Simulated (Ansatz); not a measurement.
Consider the hydrogenolysis of the Si–N bond: `N[SiH2][GeH2][SH]` + H₂ → `[SiH3][GeH2][SH]` + NH₃.

Isolated molecules relaxed with PBE0-D4/def2-TZVP in Ansatz; ΔE leaves out vibrations. CCSD(T)/CBS is the MP2 limit (def2-TZVPP, def2-QZVPP) plus CCSD(T) − MP2 in def2-TZVPP, frozen cores. This one scheme is used for every species. Functionals use def2-TZVPP. For Ge outer-core shells are correlated without core-valence functions, which leaves a few kJ/mol of doubt a bond. Scalar relativity is left out up to krypton. Each species was taken in one conformer, which may not be the lowest.

```csv
species,BLYP-D4 energy (Eh)
`N[SiH2][GeH2][SH]`,-2823.78634
H₂,-1.16977
`[SiH3][GeH2][SH]`,-2768.38557
NH₃,-56.56219
```

(1) Work out ΔE.

Largest T1 diagnostic among the species: 0.012.

Answers

(1) ΔE = (-2768.38557) + (-56.56219) − (-2823.78634) − (-1.16977) = 0.00835 Eh = +21.9 kJ/mol. CCSD(T)/CBS gives +19.4 kJ/mol.

Leaving LDA and LC-ωPBE aside and taking each functional with its dispersion term where it has one, the values, not all of them listed here, spread over 6.8 kJ/mol, from B97M-V to BLYP-D4. LDA lies +7.4 kJ/mol from PBE without D4. The D4 term adds +7.6 kJ/mol with B3LYP and +4.2 kJ/mol with PBE0; it sums over pairs of atoms, weighted by their polarisabilities, and B3LYP, whose exchange is more repulsive, gets the larger term.

B3LYP here is the variant with VWN-RPA as its local correlation; programs differ in this.
